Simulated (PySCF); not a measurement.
Compound: CH7B2N.
Atom-mapped SMILES: `[BH2:1][CH2:2][BH:3][NH2:4]` (hydrogens: H5, H6 on B1; H7, H8 on C2; H9 on B3; H10, H11 on N4)

Method: PBE0-D3(BJ)/def2-SVP geometry optimisation, gas phase (PySCF); density fitting, grid level 1; the optimiser is geomeTRIC in internal coordinates, started from a GFN2-xTB structure with every atom displaced at random (about 0.01 Å).

The end geometry, which sets the zero of energy:
```
atom  x, y, z in Å
B1     -1.5576    0.2345   -0.3177
C2     -0.5788   -0.6299    0.5031
B3      0.7504   -0.4364   -0.3555
N4      1.5986    0.6459   -0.1331
H5     -1.7814    1.3859   -0.0088
H6     -2.0612   -0.1872   -1.3365
H7     -0.4217   -0.2713    1.5317
H8     -0.8229   -1.7026    0.4776
H9      1.0387   -1.2027   -1.2479
H10     2.4465    0.7942   -0.6636
H11     1.4307    1.3502    0.5750
```

Question: These geometries come from the run, each turned onto the end geometry. Order them by energy, lowest first.
A.
```
atom  x, y, z in Å
B1     -1.5835    0.2258   -0.3219
C2     -0.5731   -0.6235    0.4775
B3      0.7608   -0.4274   -0.3707
N4      1.6139    0.6457   -0.1151
H5     -1.7560    1.3985   -0.0595
H6     -2.1719   -0.2316   -1.2785
H7     -0.4141   -0.2476    1.5020
H8     -0.8104   -1.6961    0.4722
H9      1.0573   -1.1842   -1.2661
H10     2.4666    0.7892   -0.6298
H11     1.4517    1.3319    0.6141
```
B.
```
atom  x, y, z in Å
B1     -1.5837    0.2229   -0.3269
C2     -0.5691   -0.6271    0.4696
B3      0.7733   -0.4367   -0.3632
N4      1.6037    0.6475   -0.1132
H5     -1.7291    1.3988   -0.0716
H6     -2.2118   -0.2235   -1.2601
H7     -0.4099   -0.2479    1.4903
H8     -0.8163   -1.7032    0.4857
H9      1.0660   -1.1831   -1.2821
H10     2.4874    0.7960   -0.6089
H11     1.4307    1.3369    0.6046
```
C.
```
atom  x, y, z in Å
B1     -1.5961    0.2184   -0.3233
C2     -0.5826   -0.6291    0.4750
B3      0.7629   -0.4118   -0.3507
N4      1.6329    0.6516   -0.1204
H5     -1.7725    1.3894   -0.0583
H6     -2.1896   -0.2331   -1.2783
H7     -0.4369   -0.2607    1.5032
H8     -0.8150   -1.7052    0.4671
H9      1.0540   -1.1653   -1.2553
H10     2.4960    0.7788   -0.6359
H11     1.4882    1.3478    0.6010
```
D.
```
atom  x, y, z in Å
B1     -1.6414    0.1941   -0.3352
C2     -0.5696   -0.5737    0.4290
B3      0.7640   -0.4049   -0.4231
N4      1.7100    0.6044   -0.0875
H5     -1.8539    1.3456   -0.1208
H6     -2.2897   -0.2943   -1.1903
H7     -0.3906   -0.1817    1.4360
H8     -0.7753   -1.6253    0.4944
H9      1.0380   -1.1021   -1.2950
H10     2.5414    0.7659   -0.5562
H11     1.5083    1.2527    0.6728
```

Answer: A (0.004 eV), C (0.007 eV), B (0.014 eV), D (0.184 eV).

In the order of the answer:

| step | E above end (eV) | largest force (eV/Å) | rms force component (eV/Å) | rms distance from end (Å) | rms bond change (Å) | bond most changed (Å) |
| --- | --- | --- | --- | --- | --- | --- |
| 3 | 0.004 | 0.25 | 0.074 | 0.052 | 0.002 | N4–H10 -0.005 |
| 2 | 0.007 | 0.24 | 0.060 | 0.060 | 0.001 | N4–H10 +0.002 |
| 1 | 0.014 | 0.85 | 0.198 | 0.068 | 0.005 | N4–H10 +0.013 |
| 0 | 0.184 | 3.49 | 0.934 | 0.144 | 0.031 | B3–H9 -0.062 |

What follows is the cost of the whole optimisation. The run took 20 s on an Arm Neoverse V1 with one thread, no GPU, on a shared host, and the process peaked at 0.38 GiB of memory.
